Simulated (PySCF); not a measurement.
Input file for PySCF: R-B3LYP/3-21G on FH5Sn (a complex), monomers drawn apart or pushed together.

```python
from pyscf import gto, scf, dft, mp
from pyscf.data.elements import chemcore

mol = gto.M(
    atom='''
    Sn    0.14919305    0.27148969    0.13691022
    H    -1.49090734    0.31754174   -0.32031598
    H     0.34529275   -0.96304735    1.32508418
    H     1.13871927   -0.15042624   -1.18625680
    H     0.64312129    1.75223943    0.81846569
    F    -1.45829706   -1.05461883    4.79027387
    H    -0.92321222   -1.26108024    4.05517748
    ''',
    basis='3-21g',
    charge=0, spin=0, verbose=3, max_memory=1800)
mf = dft.RKS(mol, xc='b3lyp')
mf.conv_tol = 1e-8
mf.max_cycle = 100
mf.kernel()
if not mf.converged:
    mf = mf.newton().run(mf.mo_coeff, mf.mo_occ)
```

It printed:

```
converged SCF energy = -6101.05714537386
```

The calculation finished and met its thresholds.

Cost: roughly 3 core-seconds.
